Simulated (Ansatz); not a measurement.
CH2GaNO (SMILES O=C=[N][GaH2]), singlet, geometry from GFN2-xTB (such geometries of metal compounds can be far from the true shape); CAM-B3LYP/def2-QZVPP run with Ansatz (a quantum-chemistry and plane-wave program).

Ansatz was given this input:
Ansatz 0.2 input:
```yaml
crystal:
  periodic: [false, false, false]
  atoms:
    - {symbol: Ga, position_ang: [-0.49286714, -1.01006621, 0.30194633]}
    - {symbol: H, position_ang: [0.25237449, -1.85912037, 1.35644672]}
    - {symbol: H, position_ang: [-1.82671390, -1.36728064, -0.39195557]}
    - {symbol: N, position_ang: [0.27840357, 0.57055141, -0.17055902]}
    - {symbol: C, position_ang: [0.78518470, 1.60913251, -0.48102950]}
    - {symbol: O, position_ang: [1.27416094, 2.61122484, -0.78059214]}
basis:
  gaussian:
    orbitals: def2-QZVPP.json
hamiltonian:
  xc: cam_b3lyp
```
The basis file holds def2-QZVPP in the JSON format of the Basis Set Exchange.

Task: What does Ansatz print? Leave out banner, timings and long lists.

Result: 
```
Functional definition: CAM-B3LYP
1219 factors; their error is unknown
273 factors; integrals over basis functions are off by at most 5.9e-5 eV
mean field evaluation 1: about -56983.7004 eV, gradient 6.3e1 eV
mean field evaluation 2: about -56980.7497 eV, gradient 7.7e1 eV
mean field evaluation 4: about -56989.7100 eV, gradient 3.4e0 eV
mean field evaluation 8: about -56989.7286 eV, gradient 9.6e-2 eV
mean field evaluation 16: about -56989.8453 eV, gradient 8.2e-5 eV
mean field -56989.84534653 eV, -2094.3381873804 hartree, gradient 8.2e-5 eV, S^2 0.000000; 0 other end points of the search recorded, 0 dependent functions left out
reference -56989.84548149 eV, -2094.3381923402 hartree; 27, 27 occupied and 293, 293 virtual orbitals, 1219 factors
Total energy: -56989.84548149 eV, -2094.3381923402 hartree
```
